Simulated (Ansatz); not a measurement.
Mulliken charges of CH4FGaSi (`F[SiH]1[CH2][GaH]1`) from PBE/def2-TZVPP in Ansatz (PBE0-D4/def2-TZVP geometry).

```csv
atom,x (Å),y (Å),z (Å),charge (e)
F1,-1.735,1.781,-0.296,-0.272
Si2,-0.683,0.623,-0.645,0.408
C3,0.785,0.261,0.402,-0.338
Ga4,-0.281,-1.491,0.163,0.073
H5,-0.315,0.770,-2.076,-0.081
H6,0.593,0.323,1.486,0.099
H7,1.796,0.607,0.195,0.100
H8,-0.067,-2.930,0.715,0.011
```

Question: By hand: the dipole of these point charges (1 e Å = 4.8032 D).

Answer: Σ q r = (0.170, -0.429, 0.036) e Å, of length 0.463 e Å = 2.22 D.

Question: How does the dipole of the full density compare? (An estimate is asked.)

Answer: The calculation gave: (0.225, -0.298, 0.053) e Å, 1.81 D; the point charges give 1.23 times that, at 16° from its direction.

Point charges leave out the atoms' own dipoles, such as those of lone pairs, and Mulliken's split depends on the basis, so the two needn't agree.
